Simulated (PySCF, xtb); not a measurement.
BiCl₂, SMILES [Cl][Bi+][Cl] (connectivity only; charge and spin as stated), charge +1, multiplicity 1.

Harmonic wavenumbers (cm⁻¹) from GFN2-xTB in xtb at its own minimum, in rising order: 105, 311, 334.

Task: What does PBE-D3(BJ)/def2-TZVP run with PySCF 2.14.0 give at its own minimum? (Estimate from the structure and the level; the computed values follow.)

Result: 115, 366, 379. Paired by order, the mean absolute difference is 36 cm⁻¹ and the zero-point energies are 1.1 and 1.2 kcal/mol.
